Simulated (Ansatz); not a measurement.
CH7B2In, SMILES `BB[CH2][InH2]`. Charge 0, multiplicity 1. In takes the def2 core potential. Geometry: relaxed with PBE0-D4/def2-TZVP. It is one conformer, not always the lowest.

```xyz
11

B     1.141   -1.166   -0.350
B    -0.476   -0.808   -0.462
C    -1.359   -0.158    0.550
In    0.188    1.508    0.207
H     2.012   -0.312   -0.361
H     1.591   -2.275   -0.356
H    -0.850   -0.863   -1.614
H    -1.183   -0.251    1.621
H    -2.385    0.113    0.311
H     0.367    2.380   -1.256
H     0.954    1.831    1.710
```

(1) What is the dipole moment at ωB97M-V/def2-TZVPP? (An estimate is asked.)

(2) And with PBE, r2SCAN, B3LYP? (An estimate is asked.)

(3) Give the Mulliken charges with ωB97M-V, PBE, r2SCAN in def2-TZVPP. (Estimate.)

Results:

(1) Ansatz gave: 1.00 D, with components (-0.19, 0.80, 0.56) D in this frame, pointing from negative to positive charge.

(2) Ansatz gave: PBE 1.01 D, r2SCAN 0.95 D, B3LYP 0.95 D.

(3) Ansatz gave: 
```csv
atom,ωB97M-V,PBE,r2SCAN
B1,-0.21,-0.12,-0.08
B2,-0.19,-0.15,-0.11
C3,-0.43,-0.33,-0.36
In4,0.43,0.52,0.54
H5,0.07,0.02,0.00
H6,0.10,0.04,0.02
H7,0.08,0.00,-0.02
H8,0.17,0.14,0.13
H9,0.14,0.12,0.10
H10,-0.08,-0.12,-0.12
H11,-0.08,-0.12,-0.12
```

B3LYP here is the variant with VWN-RPA as its local correlation; programs differ in this.
